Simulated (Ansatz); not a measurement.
Ansatz (a quantum-chemistry and plane-wave program) input (HF/3-21G): The .json file is the Basis Set Exchange's 3-21G.

Ansatz 0.2 input:
```yaml
crystal:
  periodic: [false, false, false]
  atoms:
    - {symbol: Se, position_ang: [-1.02368512, -0.00509174, 0.72592050]}
    - {symbol: Se, position_ang: [1.02201393, 0.00508416, -0.72467705]}
    - {symbol: H, position_ang: [-1.91044458, -0.03236643, -0.44947532]}
    - {symbol: H, position_ang: [1.96726517, 0.03262391, 0.40719788]}
basis:
  gaussian:
    orbitals: 3-21G.json
hamiltonian:
  xc: {name: HF}
total_charge: 1
magnetization: {spin_polarized: true, initial_magnetization: 1}
phonons: {temperatures: {t_min: 298.15, t_max: 298.15, t_step: 100}}
```

Output:

```
Functional definition: HF
integrals: 0.01 GiB planned
467 factors; integrals over basis functions are off by at most 4.2e-4 eV
mean field: 0.18 GiB planned
mean field evaluation 1: about -130010.1791 eV, gradient 6.4e0 eV
mean field evaluation 2: about -130010.1838 eV, gradient 6.4e0 eV
mean field evaluation 4: about -130010.5265 eV, gradient 3.4e-1 eV
mean field evaluation 8: about -130010.5290 eV, gradient 3.5e-2 eV
mean field evaluation 16: about -130010.6756 eV, gradient 3.2e-3 eV
mean field evaluation 32: about -130010.5713 eV, gradient 6.9e-1 eV
mean field evaluation 64: about -130010.1920 eV, gradient 1.9e0 eV
mean field evaluation 96: about -130010.1790 eV, gradient 6.4e0 eV
mean field -130010.67559919 eV, -4777.8042038691 hartree, gradient 1.3e-5 eV, S^2 0.811750; 5 other end points of the search recorded, 0 dependent functions left out
the calculation of the forces begins
reference -130010.67559919 eV, -4777.8042038691 hartree; 35, 34 occupied and 15, 16 virtual orbitals, 467 factors
these checks for a lower state are left out or cut short: stability, starts, cluster_reference, orbital_swaps, neighbouring_geometries, increment
integrals: 0.01 GiB planned
467 factors; integrals over basis functions are off by at most 4.2e-4 eV
mean field: 0.18 GiB planned
mean field -130010.67556205 eV, -4777.8042025043 hartree, gradient 5.1e-6 eV, S^2 0.810654; 0 other end points of the search recorded, 0 dependent functions left out
the calculation of the forces begins
reference -130010.67556205 eV, -4777.8042025043 hartree; 35, 34 occupied and 15, 16 virtual orbitals, 467 factors
these checks for a lower state are left out or cut short: stability, starts, cluster_reference, orbital_swaps, neighbouring_geometries, increment
integrals: 0.01 GiB planned
467 factors; integrals over basis functions are off by at most 4.2e-4 eV
mean field: 0.18 GiB planned
mean field evaluation 128: about -130010.6709 eV, gradient 8.3e-2 eV
mean field -130010.67556484 eV, -4777.8042026070 hartree, gradient 6.5e-6 eV, S^2 0.812862; 0 other end points of the search recorded, 0 dependent functions left out
the calculation of the forces begins
reference -130010.67556484 eV, -4777.8042026070 hartree; 35, 34 occupied and 15, 16 virtual orbitals, 467 factors
these checks for a lower state are left out or cut short: stability, starts, cluster_reference, orbital_swaps, neighbouring_geometries, increment
integrals: 0.01 GiB planned
467 factors; integrals over basis functions are off by at most 4.2e-4 eV
mean field: 0.18 GiB planned
mean field -130010.67557297 eV, -4777.8042029055 hartree, gradient 5.2e-6 eV, S^2 0.811216; 0 other end points of the search recorded, 0 dependent functions left out
the calculation of the forces begins
reference -130010.67557297 eV, -4777.8042029055 hartree; 35, 34 occupied and 15, 16 virtual orbitals, 467 factors
these checks for a lower state are left out or cut short: stability, starts, cluster_reference, orbital_swaps, neighbouring_geometries, increment
integrals: 0.01 GiB planned
467 factors; integrals over basis functions are off by at most 4.2e-4 eV
mean field: 0.18 GiB planned
mean field -130010.67557068 eV, -4777.8042028215 hartree, gradient 6.5e-6 eV, S^2 0.812289; 0 other end points of the search recorded, 0 dependent functions left out
the calculation of the forces begins
reference -130010.67557068 eV, -4777.8042028215 hartree; 35, 34 occupied and 15, 16 virtual orbitals, 467 factors
these checks for a lower state are left out or cut short: stability, starts, cluster_reference, orbital_swaps, neighbouring_geometries, increment
integrals: 0.01 GiB planned
467 factors; integrals over basis functions are off by at most 4.2e-4 eV
mean field: 0.18 GiB planned
mean field -130010.67556161 eV, -4777.8042024880 hartree, gradient 6.5e-6 eV, S^2 0.812887; 0 other end points of the search recorded, 0 dependent functions left out
the calculation of the forces begins
reference -130010.67556161 eV, -4777.8042024880 hartree; 35, 34 occupied and 15, 16 virtual orbitals, 467 factors
these checks for a lower state are left out or cut short: stability, starts, cluster_reference, orbital_swaps, neighbouring_geometries, increment
integrals: 0.01 GiB planned
467 factors; integrals over basis functions are off by at most 4.2e-4 eV
mean field: 0.18 GiB planned
mean field -130010.67556017 eV, -4777.8042024354 hartree, gradient 5.1e-6 eV, S^2 0.810633; 0 other end points of the search recorded, 0 dependent functions left out
the calculation of the forces begins
reference -130010.67556017 eV, -4777.8042024354 hartree; 35, 34 occupied and 15, 16 virtual orbitals, 467 factors
these checks for a lower state are left out or cut short: stability, starts, cluster_reference, orbital_swaps, neighbouring_geometries, increment
integrals: 0.01 GiB planned
467 factors; integrals over basis functions are off by at most 4.2e-4 eV
mean field: 0.18 GiB planned
mean field evaluation 160: about -130010.6756 eV, gradient 6.5e-6 eV
mean field -130010.67557374 eV, -4777.8042029341 hartree, gradient 6.5e-6 eV, S^2 0.812378; 0 other end points of the search recorded, 0 dependent functions left out
the calculation of the forces begins
reference -130010.67557374 eV, -4777.8042029341 hartree; 35, 34 occupied and 15, 16 virtual orbitals, 467 factors
these checks for a lower state are left out or cut short: stability, starts, cluster_reference, orbital_swaps, neighbouring_geometries, increment
integrals: 0.01 GiB planned
467 factors; integrals over basis functions are off by at most 4.2e-4 eV
mean field: 0.18 GiB planned
mean field -130010.67557513 eV, -4777.8042029850 hartree, gradient 5.2e-6 eV, S^2 0.811129; 0 other end points of the search recorded, 0 dependent functions left out
the calculation of the forces begins
reference -130010.67557513 eV, -4777.8042029850 hartree; 35, 34 occupied and 15, 16 virtual orbitals, 467 factors
these checks for a lower state are left out or cut short: stability, starts, cluster_reference, orbital_swaps, neighbouring_geometries, increment
integrals: 0.01 GiB planned
467 factors; integrals over basis functions are off by at most 4.2e-4 eV
mean field: 0.18 GiB planned
mean field -130010.67557262 eV, -4777.8042028929 hartree, gradient 6.5e-6 eV, S^2 0.811695; 0 other end points of the search recorded, 0 dependent functions left out
the calculation of the forces begins
reference -130010.67557262 eV, -4777.8042028929 hartree; 35, 34 occupied and 15, 16 virtual orbitals, 467 factors
these checks for a lower state are left out or cut short: stability, starts, cluster_reference, orbital_swaps, neighbouring_geometries, increment
integrals: 0.01 GiB planned
467 factors; integrals over basis functions are off by at most 4.2e-4 eV
mean field: 0.18 GiB planned
mean field -130010.67557168 eV, -4777.8042028581 hartree, gradient 6.5e-6 eV, S^2 0.811806; 0 other end points of the search recorded, 0 dependent functions left out
the calculation of the forces begins
reference -130010.67557168 eV, -4777.8042028581 hartree; 35, 34 occupied and 15, 16 virtual orbitals, 467 factors
these checks for a lower state are left out or cut short: stability, starts, cluster_reference, orbital_swaps, neighbouring_geometries, increment
integrals: 0.01 GiB planned
467 factors; integrals over basis functions are off by at most 4.2e-4 eV
mean field: 0.18 GiB planned
mean field -130010.67557675 eV, -4777.8042030444 hartree, gradient 6.5e-6 eV, S^2 0.811724; 0 other end points of the search recorded, 0 dependent functions left out
the calculation of the forces begins
reference -130010.67557675 eV, -4777.8042030444 hartree; 35, 34 occupied and 15, 16 virtual orbitals, 467 factors
these checks for a lower state are left out or cut short: stability, starts, cluster_reference, orbital_swaps, neighbouring_geometries, increment
integrals: 0.01 GiB planned
467 factors; integrals over basis functions are off by at most 4.2e-4 eV
mean field: 0.18 GiB planned
mean field -130010.67557877 eV, -4777.8042031188 hartree, gradient 6.5e-6 eV, S^2 0.811777; 0 other end points of the search recorded, 0 dependent functions left out
the calculation of the forces begins
reference -130010.67557877 eV, -4777.8042031188 hartree; 35, 34 occupied and 15, 16 virtual orbitals, 467 factors
these checks for a lower state are left out or cut short: stability, starts, cluster_reference, orbital_swaps, neighbouring_geometries, increment
integrals: 0.01 GiB planned
467 factors; integrals over basis functions are off by at most 4.2e-4 eV
mean field: 0.18 GiB planned
mean field evaluation 192: about -130010.6756 eV, gradient 6.5e-6 eV
mean field -130010.67557074 eV, -4777.8042028235 hartree, gradient 6.5e-6 eV, S^2 0.811784; 0 other end points of the search recorded, 0 dependent functions left out
the calculation of the forces begins
reference -130010.67557074 eV, -4777.8042028235 hartree; 35, 34 occupied and 15, 16 virtual orbitals, 467 factors
these checks for a lower state are left out or cut short: stability, starts, cluster_reference, orbital_swaps, neighbouring_geometries, increment
integrals: 0.01 GiB planned
467 factors; integrals over basis functions are off by at most 4.2e-4 eV
mean field: 0.18 GiB planned
mean field -130010.67557029 eV, -4777.8042028073 hartree, gradient 6.5e-6 eV, S^2 0.811719; 0 other end points of the search recorded, 0 dependent functions left out
the calculation of the forces begins
reference -130010.67557029 eV, -4777.8042028073 hartree; 35, 34 occupied and 15, 16 virtual orbitals, 467 factors
these checks for a lower state are left out or cut short: stability, starts, cluster_reference, orbital_swaps, neighbouring_geometries, increment
integrals: 0.01 GiB planned
467 factors; integrals over basis functions are off by at most 4.2e-4 eV
mean field: 0.18 GiB planned
mean field -130010.67558061 eV, -4777.8042031862 hartree, gradient 6.5e-6 eV, S^2 0.811689; 0 other end points of the search recorded, 0 dependent functions left out
the calculation of the forces begins
reference -130010.67558061 eV, -4777.8042031862 hartree; 35, 34 occupied and 15, 16 virtual orbitals, 467 factors
these checks for a lower state are left out or cut short: stability, starts, cluster_reference, orbital_swaps, neighbouring_geometries, increment
integrals: 0.01 GiB planned
467 factors; integrals over basis functions are off by at most 4.2e-4 eV
mean field: 0.18 GiB planned
mean field -130010.67557948 eV, -4777.8042031448 hartree, gradient 6.5e-6 eV, S^2 0.811812; 0 other end points of the search recorded, 0 dependent functions left out
the calculation of the forces begins
reference -130010.67557948 eV, -4777.8042031448 hartree; 35, 34 occupied and 15, 16 virtual orbitals, 467 factors
Total energy: -130010.67559919 eV, -4777.8042038691 hartree
Atom 0 at    -1.023685    -0.005092     0.725920 Å, force    -0.000539    -0.000016    -0.000653 eV/Å
Atom 1 at     1.022014     0.005084    -0.724677 Å, force     0.000279     0.000009     0.000398 eV/Å
Atom 2 at    -1.910445    -0.032366    -0.449475 Å, force     0.000201     0.000010     0.000577 eV/Å
Atom 3 at     1.967265     0.032624     0.407198 Å, force     0.000059    -0.000003    -0.000322 eV/Å
Dipole moment:     0.281922     0.002021    -0.151076 e Å
Vibrations: 190.48 322.23 639.53 869.71 2295.59 2331.02 cm⁻¹, zero-point energy 0.412158 eV
```

The blocks after the first are displaced geometries, from whose forces the wavenumbers follow.

The dipole moment of an ion depends on the origin.
